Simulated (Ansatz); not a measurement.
Problem. Name a neutral molecule of Br, C, N, O, Si and H with HOMO energy (B3LYP/def2-TZVPP) between -7.75 and -7.45 eV and LUMO energy (B3LYP/def2-TZVPP) between 0.45 and 0.75 eV (Ansatz, PBE0-D4/def2-TZVP geometry).

Solution. `CO[SiH](N)Br` (-7.65 eV, 0.46 eV). Other molecules can fit too; these were computed, each in one conformer that needn't be the lowest.

B3LYP here is the variant with VWN-RPA as its local correlation; programs differ in this.
